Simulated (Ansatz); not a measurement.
Harmonic frequencies (cm⁻¹) at PBE0-D4/def2-TZVP from Ansatz: 79, 105, 236, 241, 390, 561, 635, 948, 973, 1039, 1213, 1257, 1409, 1449, 1493, 1499, 3036, 3051, 3090, 3099, 3120.

Each molecule was computed in one conformer, which needn't be the lowest.

**Question.** Which molecule is it?
A. `C[N](C)[Zn][Br]`
B. `C[S][Zn][F]`
C. `C[CH2][ZnH]`
D. `C[CH2][Zn][Cl]`

**Answer.** D.
